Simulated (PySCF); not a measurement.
C$_{3}$H$_{7}$O (SMILES CC(C)[O-]), charge -1, singlet, at a GFN2-xTB geometry (in this run its highest filled SCF level lies above zero, so its values depend strongly on the basis, on diffuse functions most of all). Base run: SVWN5/6-31G* (PySCF).

The PySCF input:
```python
from pyscf import gto, scf, dft

mol = gto.Mole()
mol.atom = '''
    O     0.088997    1.430884   -0.081187
    C     0.013438    0.200251    0.328992
    H     0.010017    0.091697    1.487979
    C    -1.296849   -0.566139   -0.115409
    C     1.215780   -0.722829   -0.122668
    H    -1.330104   -0.626892   -1.202977
    H     1.234970   -0.786853   -1.210386
    H    -2.169563   -0.008754    0.222425
    H     2.152911   -0.278309    0.209939
    H    -1.336527   -1.575855    0.302077
    H     1.132107   -1.729802    0.294946
'''
mol.basis = '6-31g*'
mol.charge = -1
mol.spin = 0
mol.verbose = 4
mol.build()

mf = dft.RKS(mol)
mf.xc = 'lda,vwn'
mf.kernel()
mf.analyze()
```

Variants of this job, named by their change:

| change | ΔE vs base (mEh) | SCF cycles | outcome |
|---|---|---|---|
| base | 0.000 | 12 | converged |
| solver = newton; init_guess = 1e | 0.000 | - | converged |
| DIIS = EDIIS | - | 50 | not converged |
| conv_tol_grad = 1e-3 | 0.000 | 12 | converged |
| DIIS = ADIIS | 0.000 | 20 | converged |
| diis = off; damp = 0.3 (with mf.diis_start_cycle = 200; with mf.max_cycle = 150) | - | 150 | not converged |
| conv_tol_grad = 1e-7 | 0.000 | 14 | converged |
| diis_space = 12 | 0.000 | 11 | converged |
| diis_space = 2 | 0.000 | 43 | converged |
| conv_tol = 1e-12 | 0.000 | 13 | converged |
| conv_tol = 1e-7 | 0.000 | 10 | converged |
| init_guess = huckel | 0.000 | 14 | converged |
| damp = 0.5; diis_start_cycle = 5 | 0.000 | 15 | converged |
